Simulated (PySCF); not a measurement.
Compound: C2H13ClGeSi3.
Atom-mapped SMILES: `[CH3:1][SiH2:2][CH2:3][Si@H:4]([SiH3:5])[GeH2:6][Cl:7]` (hydrogens: H8, H9, H10 on C1; H11, H12 on Si2; H13, H14 on C3; H15 on Si4; H16, H17, H18 on Si5; H19, H20 on Ge6)

Structure used (PBE0-D3(BJ)/def2-SVP), in Å, numbered top down from 1:
```xyz
20
C2H13ClGeSi3 angstrom
C     -2.8860   -0.0457    0.8741
Si    -1.9336   -0.9684   -0.4537
C     -0.5824    0.1115   -1.2044
Si     0.7275    0.6380    0.0506
Si     2.5824    1.6781   -0.9375
Ge     1.5591   -1.2830    1.2007
Cl     3.5583   -0.6779    1.8458
H     -2.2203    0.2599    1.6961
H     -3.3556    0.8609    0.4616
H     -3.6804   -0.6791    1.2973
H     -2.8627   -1.4597   -1.5196
H     -1.2671   -2.1693    0.1555
H     -1.0275    1.0120   -1.6617
H     -0.0855   -0.4498   -2.0143
H      0.1270    1.5476    1.0787
H      3.3677    0.6666   -1.7091
H      2.1039    2.7290   -1.8916
H      3.4540    2.3169    0.0911
H      1.7640   -2.5084    0.2903
H      0.8106   -1.7060    2.4776
```

Method: core-valence-separated Tamm–Dancoff BHandHLYP/aug-pcX-1 (pcseg-1 on H, def2-SVPD on Si, def2-SVPD on Cl, def2-SVPD on Ge) in PySCF, non-relativistic, gas phase, PBE0-D3(BJ)/def2-SVP geometry. Absolute energies from this functional tend to lie a few eV below measured edges; no shift was applied.

The lowest roots of each edge with f over 0.003 (five at most, numbered afresh; weaker and dark ones are left out), with transition dipoles (au) in the frame of the coordinates:

```json
{"root": "1", "edge": "C", "E (eV)": "284.81", "μx": "-0.0217", "μy": "-0.0135", "μz": "-0.0106"}
{"root": "2", "edge": "C", "E (eV)": "285.52", "μx": "-0.0031", "μy": "-0.0153", "μz": "-0.0599"}
{"root": "3", "edge": "C", "E (eV)": "285.66", "μx": "-0.0463", "μy": "0.0450", "μz": "-0.0131"}
{"root": "4", "edge": "C", "E (eV)": "285.73", "μx": "-0.0255", "μy": "-0.0376", "μz": "0.0021"}
{"root": "5", "edge": "C", "E (eV)": "285.81", "μx": "-0.0121", "μy": "-0.0082", "μz": "-0.0153"}
```

Q: What are the oscillator strengths?

A: f = (2/3) ΔE |μ|², with ΔE in hartree (27.2114 eV):

| root | ΔE (Eh) | \|μ\|² (au) | f | core hole on |
| --- | --- | --- | --- | --- |
| 1 | 10.4665 | 0.000766 | 0.005 | C3 |
| 2 | 10.4926 | 0.003832 | 0.027 | C3 |
| 3 | 10.4979 | 0.004340 | 0.030 | C3 |
| 4 | 10.5002 | 0.002068 | 0.015 | C1 |
| 5 | 10.5033 | 0.000448 | 0.003 | C3 |

Q: Molecules are fixed in this frame and the field points along z. What effective strengths 3 f cos²θ do the roots have (θ between field and μ)?

A: root 1 (C3): 0.002, root 2 (C3): 0.075, root 3 (C3): 0.004, root 4 (C1): 0.000, root 5 (C3): 0.005. Root 2 is the strongest. Averaged over all orientations cos²θ is 1/3, which gives f back.

 Relativistic effects, spin–orbit coupling among them, are left out although an element past zinc is present.

One conformer stands for the species.
